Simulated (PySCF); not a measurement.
B(Cl)(vinyl)(OH) (C2H4BClO), SMILES C=CB(O)Cl. Coordinates come from a PBE-D3(BJ)/def2-SVP optimisation. The values are those of a single conformer.

Computed equilibrium geometry at PBE-D3(BJ)/def2-SVP (PySCF confirms it by a frequency run) as bond lengths and angles, and its point group (one conformer of several):
point group Cs.
Atoms: B1 Cl2 C3 C4 H5 H6 H7 O8 H9. Bond lengths (Å): B1–Cl2 1.794, B1–C3 1.556, B1–O8 1.360, C3–C4 1.351, C3–H5 1.104, C4–H6 1.103, C4–H7 1.103, O8–H9 0.975. Angles (°): Cl2–B1–C3 120.1, Cl2–B1–O8 119.1, C3–B1–O8 120.8, B1–C3–C4 122.1, B1–C3–H5 119.1, C4–C3–H5 118.7, C3–C4–H6 122.4, C3–C4–H7 121.0, H6–C4–H7 116.6, B1–O8–H9 112.2.
Charge 0, spin multiplicity 1.
